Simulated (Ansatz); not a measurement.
Program: Ansatz. Geometries: PBE0-D4/def2-TZVP. ΔE: electronic, gas phase. CCSD(T)/CBS adds triple-zeta CCSD(T) − MP2 to the extrapolated MP2 energy (def2 sets, frozen cores). This one scheme is used for every species. Functionals use def2-TZVPP. Elements past krypton have def2 core potentials. For In outer-core shells are correlated without core-valence functions, which leaves a few kJ/mol of doubt a bond. One conformer a species, not always the lowest.

Consider the hydrogenolysis of a C–C bond: `C[CH2][InH][SH]` + H₂ → `[CH3][InH][SH]` + CH₄.

CCSD(T)/CBS gives -77.9 kJ/mol.

Another level gave -83.4 kJ/mol. Which?
A. HF/def2-TZVPP
B. PBE/def2-TZVPP
C. MP2/def2-TZVPP
D. CAM-B3LYP/def2-TZVPP

B. PBE -83.4, MP2/def2-TZVPP -77.0, CAM-B3LYP -91.5, HF/def2-TZVPP -103.7 kJ/mol.

Largest T1 diagnostic among the species: 0.013.

The D4 term adds +10.0 kJ/mol with B3LYP and +5.5 kJ/mol with PBE0; it sums over pairs of atoms, weighted by their polarisabilities, and B3LYP, whose exchange is more repulsive, gets the larger term. Leaving LDA and LC-ωPBE aside and taking each functional with its dispersion term where it has one, the values, not all of them listed here, spread over 16.7 kJ/mol, from B97M-V to revPBE-D4. LDA lies +9.3 kJ/mol from PBE without D4.

CCSD(T)/CBS has its own doubt, a few kJ/mol and more with outer-core shells, so smaller differences from it don't rank the levels.

B3LYP here is the variant with VWN-RPA as its local correlation; programs differ in this.
